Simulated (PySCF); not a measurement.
SMILES CC[N](C)[AlH2], GFN2-xTB optimised geometry.

```
15

Al    -1.26     0.01     0.00
H     -2.02     1.34     0.00
H     -2.04    -1.32    -0.01
N      0.54     0.01     0.00
C      1.35    -1.20    -0.02
C      1.29     1.25     0.04
C      1.98     1.50     1.38
H      1.94    -1.32     0.89
H      2.04    -1.20    -0.88
H      0.68    -2.06    -0.11
H      2.04     1.27    -0.76
H      0.57     2.06    -0.14
H      2.77     0.77     1.56
H      2.43     2.50     1.39
H      1.25     1.43     2.19
```

Density from PBE0/def2-TZVP (PySCF) at that geometry.

Minimum of the electron density along straight lines between bonded atoms, close to the bond critical point (lines longer than 1.1 times the sum of covalent radii, or with two minima, are not listed):

```
bond    length / Å  ρ at the minimum / e bohr⁻³  ∇²ρ there / e bohr⁻⁵  position (fraction from the first atom)
------  ----------  ---------------------------  --------------------  ---------------------------------------
Al1–H2       1.542                        0.088                  0.25                                     0.51
Al1–H3       1.542                        0.088                  0.25                                     0.51
Al1–N4       1.795                            …                  0.57                                     0.42
N4–C5        1.453                        0.269                 -0.69                                     0.59
N4–C6        1.453                        0.271                 -0.70                                     0.60
C6–C7        1.530                        0.246                     …                                     0.50
C5–H8        1.095                        0.279                 -0.96                                     0.64
C5–H9        1.096                        0.278                 -0.95                                     0.64
C5–H10       1.093                        0.280                 -0.97                                     0.64
C6–H11       1.099                        0.278                 -0.96                                     0.64
C6–H12       1.099                        0.279                 -0.97                                     0.64
C7–H13       1.087                        0.279                 -0.96                                     0.64
C7–H14       1.087                        0.279                 -0.95                                     0.64
C7–H15       1.089                        0.278                 -0.95                                     0.64
```

Q: Complete the blanks.

A: 
- Al1–N4, ρ at the minimum / e bohr⁻³: 0.099
- C6–C7, ∇²ρ there / e bohr⁻⁵: -0.61
